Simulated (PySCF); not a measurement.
## Exercise with solution: entropy of an ideal gas

AlClH₂S₂, SMILES [Cl][Al]([SH])[SH].

Geometry: PBE0-D3(BJ)/def2-SVP. One conformer was computed; it need not be the lowest.

PBE0-D3(BJ)/def2-SVP (PySCF) gives the harmonic wavenumbers 129, 130, 155, 186, 249, 363, 550, 589, 665, 690, 2711, 2716 cm⁻¹ and the rotational temperatures 0.1057, 0.0999, 0.0514 K. The molar mass is 128.57 g/mol, the symmetry number 2, the spin multiplicity 1.

Task: Work out the entropy at 298.15 K and 1 atm in the rigid-rotor, harmonic-oscillator model.

Result: 
Translation (Sackur–Tetrode at 1 atm): S = R[1.5 ln M + 2.5 ln T − 1.16487] = 169.3 J/(mol K).
Rotation: q = (√π/σ) T^1.5/√(θA θB θC) = 196000, S = R[ln q + 3/2] = 113.8 J/(mol K).
Vibration: with u = 1.4388 ν/T, each mode gives R[u/(e^u − 1) − ln(1 − e^−u)]:
| ν (cm⁻¹) | modes | u | S (J/(mol K)) |
|---|---|---|---|
| 129 | 1 | 0.62 | 12.39 |
| 130 | 1 | 0.63 | 12.33 |
| 155 | 1 | 0.75 | 10.92 |
| 186 | 1 | 0.90 | 9.49 |
| 249 | 1 | 1.20 | 7.27 |
| 363 | 1 | 1.75 | 4.64 |
| 550 | 1 | 2.65 | 2.28 |
| 589 | 1 | 2.84 | 1.96 |
| 665 | 1 | 3.21 | 1.47 |
| 690 | 1 | 3.33 | 1.33 |
The stiffer modes add less than 0.005 each. Sum 64.1 J/(mol K).
Spin: R ln 1 = 0.0 J/(mol K).
Total 347.2 J/(mol K); the program's own thermochemistry gives 347.2. Translation makes up 49 % and vibration 18 %. Anharmonicity, hindered rotation and orbital degeneracy are left out.
